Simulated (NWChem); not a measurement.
**Basis-set dependence for chlorotrifluoromethane (CClF3)**

SMILES: FC(Cl)(F)F
```xyz
5

F      0.8478     0.5618     1.0721
C      0.3525    -0.0244     0.0000
F      0.8478     0.5618    -1.0721
F      0.7195    -1.2908     0.0000
Cl    -1.4030     0.0972     0.0000
```
Charge 0, spin multiplicity 1.

Everything below was run with NWChem. The geometry was optimised at PBE0/def2-SVP, a minimum by its harmonic frequencies.

Hartree-Fock energies in Ha, correlation energies in mHa.

The correlated methods keep 9 core orbitals frozen. The Pople sets run with spherical d functions.

```csv
basis,functions,RHF,MP2,SCS-MP2,RI-MP2
cc-pVDZ,74,-795.70096,-822.4,-788.9,-822.6
6-311G**,98,-795.77767,-882.9,-848.4,not run
cc-pVTZ,154,-795.83495,-1092.7,-1059.7,-1092.7
```

From 6-311G** to cc-pVTZ the Hartree-Fock energy moves by -57.3 mHa and the MP2 correlation energy by -209.9 mHa, which is 19 % of its value in the larger set.
